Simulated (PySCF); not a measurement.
A structure optimised at PBE-D3(BJ)/def2-SVP, used in a PySCF frequency run:

```
Ga
Cl 1 2.1565
S 1 2.2111 2 116.71
H 3 1.3636 1 93.16 2 180.00
S 1 2.2111 2 116.71 3 180.00
H 5 1.3636 1 93.16 2 180.00
```

Question: Write its SMILES, formula and point group.

Answer: [SH][Ga]([SH])[Cl], ClGaH2S2, C2v

Question: What are its rotational constants (standard atomic weights)?

Answer: 2.1237, 1.9877, 1.0267 GHz
